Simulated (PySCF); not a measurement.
C3LiN.
Bonds: Li1–C2, C2–C3 (triple), C3–C4, C4–N5 (triple).

Method: PBE0-D3(BJ)/def2-TZVP geometry optimisation, gas phase (PySCF 2.14.0); density fitting, grid level 2; the optimiser is geomeTRIC in internal coordinates, started from a GFN2-xTB structure with every atom displaced at random (about 0.01 Å).

Step 0: E = -4798.7930 eV
```
atom  x, y, z in Å  |  force x, y, z in eV/Å
Li1     3.0013   -0.2738   -0.2149    0.143  -0.016  -0.012
C2      1.1234   -0.1177   -0.0752   -0.820   0.069   0.085
C3     -0.1031   -0.0056    0.0270    3.452  -0.306  -0.336
C4     -1.4057    0.1256    0.1218   -5.589   0.505   0.578
N5     -2.5823    0.2374    0.2324    2.814  -0.253  -0.316
```

Step 1: E = -4798.8787 eV
```
atom  x, y, z in Å  |  force x, y, z in eV/Å
Li1     3.0202   -0.1975   -0.1502    0.063  -0.011  -0.012
C2      1.1229   -0.1564   -0.1131   -0.056  -0.077  -0.054
C3     -0.0996   -0.0963   -0.0518   -0.175  -0.032  -0.001
C4     -1.4518    0.0722    0.0964    0.128   0.416   0.270
N5     -2.5582    0.3439    0.3097    0.040  -0.296  -0.203
```

Task: Estimate the geometry and energy of step 2. (The exact step hangs on the optimiser's Hessian estimate; all steps are aligned on step 1, rigid shifts and turns removed.)

Result: E = -4798.9000 eV, largest force 0.279 eV/Å
```
atom  x, y, z in Å  |  force x, y, z in eV/Å
Li1     3.0257   -0.2207   -0.1689    0.013  -0.010  -0.011
C2      1.1243   -0.1474   -0.1049   -0.021  -0.054  -0.035
C3     -0.0966   -0.0695   -0.0304   -0.057   0.004   0.015
C4     -1.4477    0.0939    0.1116    0.111   0.218   0.135
N5     -2.5721    0.3095    0.2836   -0.046  -0.158  -0.104
```

The energy changes by -0.0213 eV. The first-order estimate −F·Δx gives -0.0268 eV and the mean of the old and new forces, exact on a quadratic surface, -0.0214 eV. The step makes an angle of 55° with the force vector and moves no atom by more than 0.045 Å.

What follows is the cost of the whole optimisation. The run took 53 s on one thread, Arm Neoverse N1 (aarch64), shared host with 64 logical CPUs at a one-minute load of 58, and the process peaked at 0.53 GiB of memory.
